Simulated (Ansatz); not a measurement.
Relaxation of C2H11NSSi2 (17 atoms, charge 0, multiplicity 1), to a largest force component of 0.015 eV/Å in at most 40 steps.

The calculation used RKS B3LYP-D4/STO-3G in Ansatz 0.2.0.

```xyz
17
Properties=species:S:1:pos:R:3:forces:R:3
C -0.069 -2.501 -0.536 -0.53 3.75 0.13
S -1.035 -1.060 -1.236 -0.12 -0.93 -0.33
Si -0.249 0.664 -0.261 2.59 -2.73 2.07
C 1.679 0.740 -0.545 -2.83 -0.35 0.90
N -1.000 1.924 -1.097 -2.41 1.46 0.67
Si -0.623 0.652 2.048 -0.25 -0.31 -0.27
H 0.979 -2.358 -0.750 0.89 -0.38 -0.13
H -0.236 -2.516 0.525 0.12 -0.37 1.18
H -0.471 -3.362 -0.970 -0.61 -2.13 -1.06
H 2.043 1.651 -0.115 0.68 0.83 0.31
H 2.112 -0.112 -0.047 0.66 -0.50 0.20
H 1.858 0.706 -1.594 0.60 -0.03 -1.26
H -0.342 2.476 -1.622 1.30 1.12 -1.36
H -1.380 2.597 -0.389 -0.35 0.21 -0.40
H -0.019 1.810 2.711 -0.22 -0.34 -0.23
H -2.081 0.656 2.338 0.96 -0.04 -0.08
H -0.007 -0.561 2.641 -0.47 0.73 -0.34
```

Q: Where does it end, and by what steps?

A: The run converged. The force dipped under the threshold on the way, but the program's further checks kept it going. Limits of this set-up: minimal basis. After 19 steps the energy has fallen by 0.669 eV; H14 moved furthest, 0.71 Å.

| step | energy less start (eV) | largest force component (eV/Å) | accepted |
| --- | --- | --- | --- |
| 0 | 0.0000 | 3.751 | yes |
| 1 | -0.5319 | 0.977 | yes |
| 2 | -0.5919 | 0.485 | yes |
| 3 | -0.6315 | 0.478 | yes |
| 4 | -0.6449 | 0.179 | yes |
| 5 | -0.6470 | 0.413 | yes |
| 6 | -0.6667 | 0.133 | yes |
| 7 | -0.6682 | 0.085 | yes |
| 8 | -0.6685 | 0.043 | yes |
| 9 | -0.6683 | 0.091 | no |
| 10 | -0.6686 | 0.017 | yes |
| 11 | -0.6687 | 0.031 | yes |
| 12 | -0.6687 | 0.020 | yes |
| 13 | -0.6688 | 0.024 | yes |
| 14 | -0.6689 | 0.023 | yes |
| 15 | -0.6689 | 0.022 | yes |
| 16 | -0.6690 | 0.019 | yes |
| 17 | -0.6690 | 0.011 | yes |
| 18 | -0.6691 | 0.011 | yes |
| 19 | -0.6691 | 0.013 | yes |

```xyz
17
Properties=species:S:1:pos:R:3
C -0.116 -2.362 -0.515
S -1.057 -1.019 -1.325
Si -0.231 0.623 -0.219
C 1.642 0.695 -0.505
N -1.070 2.048 -0.889
Si -0.643 0.553 2.011
H 0.972 -2.275 -0.669
H -0.301 -2.417 0.571
H -0.438 -3.318 -0.954
H 2.075 1.597 -0.051
H 2.149 -0.170 -0.059
H 1.888 0.709 -1.575
H -0.784 2.202 -1.890
H -0.747 2.922 -0.402
H -0.323 1.822 2.626
H -2.027 0.254 2.294
H 0.169 -0.457 2.651
```

Time of the run: 89 s on 1 thread of Arm Neoverse V2 (shared host), peak memory 0.16 GiB.
